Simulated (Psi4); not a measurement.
Intermolecular potential of CO2 ··· CH4S (SMILES O=C=O and CS). Monomers: optimised at B3LYP-D3(BJ) (def2-TZVP), held rigid. Orientation: a higher rigid-body minimum at GFN2-xTB. R is the distance of the centres of mass, along which the second monomer moves.

Geometry at R = 4.55 Å (first 3 atoms: monomer A):
```
9

O     -1.1223     0.2923     0.0000
C      0.0000     0.0000     0.0000
O      1.1223    -0.2923     0.0000
C      3.3051    -4.0270     1.9200
S      1.8859    -2.9266     2.2344
H      3.1621    -4.8953     2.5608
H      3.3281    -4.3564     0.8835
H      4.2444    -3.5466     2.1852
H      2.2391    -1.9530     1.3797
```

- PBE/def2-TZVP, counterpoise-corrected (Psi4)
- PBE-D3(BJ)/def2-TZVP, counterpoise-corrected (Psi4)
- SAPT0/jun-cc-pVDZ, frozen core (Psi4)

Interaction energies in kcal/mol; the last columns give the difference from SAPT0:

| R / Å | PBE/def2-TZVP | PBE-D3(BJ)/def2-TZVP | SAPT0/jun-cc-pVDZ | PBE/def2-TZVP − SAPT0/jun-cc-pVDZ | PBE-D3(BJ)/def2-TZVP − SAPT0/jun-cc-pVDZ |
|---|---|---|---|---|---|
| 3.95 | 4.49 | 3.48 | 4.40 | 0.09 | -0.92 |
| 4.18 | 1.29 | 0.44 | 0.93 | 0.36 | -0.50 |
| 4.37 | 0.11 | -0.63 | -0.29 | 0.40 | -0.34 |
| 4.55 | -0.39 | -1.02 | -0.76 | 0.37 | -0.26 |
| 4.72 | -0.57 | -1.11 | -0.90 | 0.32 | -0.21 |
| 4.95 | -0.60 | -1.03 | -0.87 | 0.27 | -0.16 |
| 5.26 | -0.50 | -0.81 | -0.71 | 0.21 | -0.10 |
| 5.52 | -0.39 | -0.62 | -0.57 | 0.18 | -0.05 |
| 6.05 | -0.22 | -0.35 | -0.36 | 0.14 | 0.01 |
| 6.74 | -0.11 | -0.17 | -0.20 | 0.09 | 0.03 |
| 7.73 | -0.05 | -0.08 | -0.10 | 0.05 | 0.02 |
| 9.07 | -0.03 | -0.03 | -0.05 | 0.02 | 0.01 |

PBE/def2-TZVP is furthest from SAPT0/jun-cc-pVDZ at 4.37 (0.40 kcal/mol, above); its mean absolute difference over the points is 0.21 kcal/mol.

PBE-D3(BJ)/def2-TZVP is furthest from SAPT0/jun-cc-pVDZ at 3.95 (-0.92 kcal/mol, below); its mean absolute difference over the points is 0.22 kcal/mol.
